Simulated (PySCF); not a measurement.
CdH3NS, SMILES [NH2][Cd][SH]. The structure is a stationary point at B3LYP-D3(BJ)/def2-TZVP. The def2 effective core potentials stand for the cores of Cd; spin–orbit coupling is left out. One conformer was computed; it need not be the lowest.

These are B3LYP-D3(BJ)/def2-TZVP run with PySCF values and carry that method's errors.

Harmonic wavenumbers (cm⁻¹): 111, 111, 145, 331, 528, 609, 656, 796, 1558, 2666, 3480, 3570. Rotational constants (GHz): 141.5, 2.088, 2.081; symmetry number 1.

Problem. Work out the zero-point energy and the ideal-gas rigid-rotor harmonic-oscillator thermochemistry at 298.15 K and 1 atm.

Solution. ZPE = ½ Σ hcν = ½ × 14563 cm⁻¹ = 20.82 kcal/mol. H − E(el) = 25.09 kcal/mol. Entropy in cal/(mol K): translation 41.15, rotation 23.77, vibration 12.08, total 77.00. G − E(el) = 2.13 kcal/mol. Cp = 19.18 cal/(mol K). Modes under 150 cm⁻¹ make the vibrational entropy uncertain.
